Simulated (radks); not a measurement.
Excited configurations of the hafnium ion Hf+: one electron is placed in a higher orbital outside [Xe] 4f14 5d2. The ground configuration is [Xe] 4f14 5d1 6s2. Calculated with a radial shooting solver on a logarithmic mesh with Libxc functionals: scalar-relativistic Kohn-Sham, PBE, spin-polarised, spherical densities, point nucleus; open shells are filled with parallel spins first (spin-orbit coupling, left out, can overturn this in heavy ions). Excitation = E - E(ground); binding = E(ion) - E, where the ion is the core of charge +2; n* = 2/sqrt(2 binding) in atomic units, and the quantum defect is n - n*.

outer orbital	excitation (eV)	binding (eV)	eigenvalue (eV)	<r> (bohr)
6s	0.299	14.779	-11.642	3.148
6p	5.188	9.890	-7.487	4.046
6d	9.835	5.243	-3.933	6.757
6f	12.535	2.543	-1.915	14.00
7s	8.739	6.339	-5.073	6.821
7p	10.126	4.952	-3.930	8.326
7d	11.854	3.225	-2.510	12.11
7f	13.260	1.818	-1.435	21.08

The Delta-SCF ionisation energy is 15.078 eV (NIST Atomic Spectra Database: 14.61 eV, theoretical). Self-interaction in the functional shifts the binding energies and quantum defects, so they are the method's values and not measured ones. Open shells are spherical and high-spin; term and fine-structure splittings are not resolved. Spin-orbit splitting is averaged out at the scalar-relativistic level.
